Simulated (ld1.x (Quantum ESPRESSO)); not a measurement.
**What one change does to a pseudopotential (sulfur, TM)**

sulfur (S), norm-conserving Troullier–Martins (Kleinman–Bylander form), made with ld1.x (Quantum ESPRESSO) 7.5 (LDA (PZ), scalar-relativistic). Core [Ne], reference 3s2 3p4. Waves: 3s (bound): rc 1.45 bohr; 3p (bound): rc 1.30 bohr; 3d channel at 0.45 Ry: rc 1.55 bohr. Local part: the d channel. Core correction: none.

Change: wave 3d channel at 0.45 Ry: rc 1.55 bohr becomes 3d channel at 0.45 Ry: rc 2.08 bohr.

Cutoffs: the cutoffs (Ry, on a coarse ladder) from which the occupation-weighted sum of valence levels, in a spherical-Bessel basis at the reference potential, stays within 10 and 1 mRy of its value at 400 Ry; they do not see the model core or the augmentation charge, which bear on the density cutoff. Errors are all-electron minus pseudo energies relative to the spin-unpolarised reference configuration.

Problem. Predict the effect on cutoff, ghosts and configuration errors.

Solution. The potential gets neither clearly harder nor softer (50 Ry and 90 Ry → 50 Ry and 90 Ry); of the 9 tests that both files solve, the error grows in 0 and shrinks in 5 by more than 15 % and 0.3 meV (median size 14.3 → 11.1 meV); neither file shows a bound ghost. That the errors move this way runs against the usual rule that smaller radii transfer better.

```tsv
quantity	base	changed
cutoff, loose	50 Ry	50 Ry
cutoff, tight	90 Ry	90 Ry
bound ghosts	none	none
error for 3s2 3p3, meV [ΔE 11.86 eV]	+5.9	+3.1
error for 3s2 3p2, meV [ΔE 34.24 eV]	+43	+30
error for 3s2 3p1, meV [ΔE 68.39 eV]	+159	+129
error for 3s2 3p3.5, meV [ΔE 4.71 eV]	+0.9	+0.3
error for 3s0 3p6, meV [ΔE 20.61 eV]	+12	+11
error for 3s1 3p5, meV [ΔE 10.24 eV]	+2.8	+2.5
error for 3s1 3p4, meV [ΔE 22.66 eV]	+14	+9.4
error for 3s2 3p4 (spin-polarised), meV [ΔE -0.71 eV]	+61	+61
error for 3s2 3p3 (spin-polarised), meV [ΔE 9.90 eV]	+198	+194
```
